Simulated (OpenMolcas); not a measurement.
Computed levels of 5d5 in ions with 73 electrons, in cm-1 above 6S 5/2.

| Item | Value |
| --- | --- |
| Program | OpenMolcas 26.06 |
| Method | CASSCF |
| Basis | ANO-RCC-VQZP |
| Scalar Hamiltonian | DKH2, point nucleus |
| Spin-orbit coupling | state interaction with AMFI integrals over the reference wave functions, term energies averaged over their components |

Active space for each ion: 5 electrons in 5 orbitals (5d).

```tsv
Level	Re2+	Os3+	Pt5+	Au6+
4G 7/2	22692	25147	29480	31354
4G 11/2	23174	25845	30713	32900
4G 9/2	23697	26607	32096	34694
4P 1/2	26274	29324	35014	37691
4D 7/2	28583	32135	39107	42613
4D 1/2	31370	35761	44578	49175
2I 11/2	32562	36522	44273	48200
2I 13/2	34751	39377	48504	53142
2H 9/2	41297	46652	57038	62220
```

Task: Estimate 4G 7/2, 4G 11/2 for Ir4+ from its neighbours Os3+ and Pt5+.

Result: 4G 7/2 is another term, which grows about linearly with the charge: (25147 + 29480) / 2 = 27314. The calculation gives 27452, so the estimate is off by -0.5 %.
4G 11/2 is another term, which grows about linearly with the charge: (25845 + 30713) / 2 = 28279. The calculation gives 28401, so the estimate is off by -0.4 %.

Mixed levels, with the weight of the term that names them: Re2+ 4P 1/2 (69 %), Re2+ 4D 1/2 (72 %), Re2+ 2H 9/2 (56 %), Os3+ 4P 1/2 (67 %), Os3+ 4D 1/2 (71 %), Os3+ 2H 9/2 (55 %), Ir4+ 4G 7/2 (73 %), Ir4+ 4P 1/2 (66 %), Ir4+ 4D 7/2 (73 %), Ir4+ 4D 1/2 (70 %), Ir4+ 2H 9/2 (54 %), Pt5+ 4G 7/2 (68 %), Pt5+ 4P 1/2 (64 %), Pt5+ 4D 7/2 (68 %), Pt5+ 4D 1/2 (70 %), Pt5+ 2I 11/2 (73 %), Pt5+ 2H 9/2 (54 %), Au6+ 4G 7/2 (63 %), Au6+ 4G 11/2 (74 %), Au6+ 4P 1/2 (63 %), Au6+ 4D 7/2 (62 %), Au6+ 4D 1/2 (70 %), Au6+ 2I 11/2 (70 %), Au6+ 2H 9/2 (53 %).

Without dynamic correlation excited terms often stand tens of per cent too high (terms of higher spin than the ground term too low), and those without a measured partner can miss by more than the paired ones. Configurations with an s electron lie low in 5d ions of this charge, fall among these levels and mix in, so low-spin terms can stand far too high, up to twice their true height, and weights are not those of the real levels (holds for Re2+). Some levels mix across a computed gap that differs much from the measured one, so their mixing is not that of the real levels (holds for Re2+). Levels of configurations outside the active space are missing.
